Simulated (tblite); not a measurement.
C7H7NO (charge +1 and doublet state).
Numbering: `[N:1]#[C:2][C@@H:3]1[CH2:4][CH+:5][CH:6][C:7](=[O:8])[CH2:9]1` (hydrogens: H10 on C3; H11, H12 on C4; H13 on C5; H14 on C6; H15, H16 on C9)

The geometry is computed with GFN2-xTB (gas phase). This method treats the open shell by occupation alone, without spin polarisation.

Problem. List the bond lengths, angles and torsions at this level.

Solution. 
```
  bond  length (Å)
 N1≡C2       1.136
 C2–C3       1.456
 C3–C4       1.534
 C4–C5       1.486
 C5–C6       1.327
 C6–C7       1.472
 C7=O8       1.184
 C7–C9       1.550
 C3–C9       1.514
C3–H10       1.099
C4–H11       1.097
C4–H12       1.092
C5–H13       1.086
C6–H14       1.083
C9–H15       1.097
C9–H16       1.093
```

A selection of angles:
```
   angle  degrees
N1–C2–C3    179.0
C2–C3–C4    109.1
C2–C3–C9    109.1
C4–C3–C9    111.8
C3–C4–C5    109.3
C4–C5–C6    125.6
C5–C6–C7    123.7
C6–C7–O8    126.0
C6–C7–C9    112.5
O8–C7–C9    121.4
C3–C9–C7    112.4
```

Torsions: C2–C3–C4–C5 -168° (antiperiplanar); C3–C4–C5–C6 19° (synperiplanar); C4–C5–C6–C7 2° (synperiplanar); C5–C6–C7–O8 -177° (antiperiplanar); C6–C7–C9–C3 -36° (synclinal); C2–C3–C9–C7 179° (antiperiplanar).

C7 (carbon bonded to 2 C and O) is planar (angles 126.0°, 121.4° and 112.5°, sum 359.9°, 0.02 Å off the plane of its three neighbours). The 7 C–C bonds span 1.327 Å (C5–C6, drawn single) to 1.550 Å (C7–C9, drawn single), a spread of 0.223 Å. C6 (carbon bonded to 2 C and H) is planar (angles 123.7°, 123.2° and 113.1°, sum 360.0°, 0.00 Å off the plane of its three neighbours). The 6-membered ring C3–C4–C5–C6–C7–C9 has internal angles of 109.3° to 125.6°; it is puckered, 0.19 Å rms from its mean plane, widest ring torsion 58°. C5 (carbon bonded to 2 C and H) is planar (angles 125.6°, 119.1° and 115.2°, sum 360.0°, 0.00 Å off the plane of its three neighbours).

Point group: C1 (no symmetry element, even within 0.4 Å). Its GFN2-xTB frequencies are all real (lowest 78 cm⁻¹).

One conformer stands for the species.
